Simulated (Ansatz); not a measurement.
Input file for Ansatz (a program for electronic structure): U-CCSD(T)/cc-pVTZ on Ge2H6 (SMILES [GeH3][GeH3]), a point of a bond scan (R = 3.288 Å). The run froze 28 orbitals, filled d shells among them.

Ansatz 0.2 input:
```yaml
crystal:
  periodic: [false, false, false]
  atoms:
    - {symbol: Ge, position_ang: [-1.21412012, 0.09497213, -0.01554390]}
    - {symbol: Ge, position_ang: [2.06400420, -0.16145262, 0.02642463]}
    - {symbol: H, position_ang: [-1.81564152, -0.88366826, -1.03991537]}
    - {symbol: H, position_ang: [-1.63545207, 1.52474348, -0.39912600]}
    - {symbol: H, position_ang: [-1.79543962, -0.23067558, 1.37187209]}
    - {symbol: H, position_ang: [2.48533615, -1.59122397, 0.41000673]}
    - {symbol: H, position_ang: [2.66552560, 0.81718777, 1.05079610]}
    - {symbol: H, position_ang: [2.64532370, 0.16419509, -1.36099136]}
basis:
  gaussian:
    orbitals: cc-pVTZ
correlation: {method: ccsd_t, electrons: outside_noble_gas}
scf: {omitted_lower_state_checks: [cluster_reference]}
magnetization: {spin_polarized: true, initial_magnetization: 0}
```

The log:

```
WARN ansatz: RAYON_NUM_THREADS=1 ignored (pool sized by the plan → 1); use --threads N
Functional definition: HF
these checks for a lower state are left out or cut short: cluster_reference
integrals: 0.83 GiB planned
1010 factors; integrals over basis functions are off by at most 8.5e-4 eV
mean field: 0.86 GiB planned
mean field evaluation 1: about -113041.6145 eV, gradient 9.3e0 eV
mean field evaluation 2: about -113041.6158 eV, gradient 9.3e0 eV
mean field evaluation 4: about -113042.6154 eV, gradient 1.4e0 eV
mean field evaluation 8: about -113042.6229 eV, gradient 3.5e-4 eV
mean field evaluation 16: about -113042.6637 eV, gradient 3.2e-3 eV
mean field evaluation 32: about -113042.6424 eV, gradient 4.7e-1 eV
mean field -113042.66366828 eV, -4154.2412667399 hartree, gradient 1.0e-6 eV, S^2 0.249565; 4 other end points of the search recorded, 0 dependent functions left out
28 core orbitals not correlated
reference -113042.66366828 eV, -4154.2412667399 hartree; 7, 7 occupied and 135, 135 virtual orbitals, 1010 factors
second order -6.69271688 eV of doubles, -0.00000000 eV of singles
coupled cluster: 1.48 GiB planned
cycle   1  -7.66822634 eV  change   -9.8e-1 eV  update   9.0e-2
cycle   2  -8.10827962 eV  change   -4.4e-1 eV  update   4.7e-2
cycle   3  -8.17066757 eV  change   -6.2e-2 eV  update   3.0e-2
cycle   4  -8.21059493 eV  change   -4.0e-2 eV  update   2.1e-2
cycle   5  -8.22363978 eV  change   -1.3e-2 eV  update   8.8e-3
cycle   6  -8.22893988 eV  change   -5.3e-3 eV  update   2.4e-3
cycle   7  -8.22979581 eV  change   -8.6e-4 eV  update   7.3e-4
cycle   8  -8.22978576 eV  change    1.0e-5 eV  update   2.1e-4
cycle   9  -8.22966083 eV  change    1.2e-4 eV  update   6.2e-5
cycle  10  -8.22963150 eV  change    2.9e-5 eV  update   2.1e-5
cycle  11  -8.22963547 eV  change   -4.0e-6 eV  update   6.5e-6
coupled cluster: 1.48 GiB planned
perturbative correction -0.27595887 eV, -0.0101413014 hartree
Total energy: -113051.16926262 eV, -4154.5538415667 hartree
Checks for a lower state left out: cluster_reference
```

The run converged. Its determinant has ⟨S²⟩ = 0.25, a mixture of spin states.

Cost: roughly 50 core-seconds.
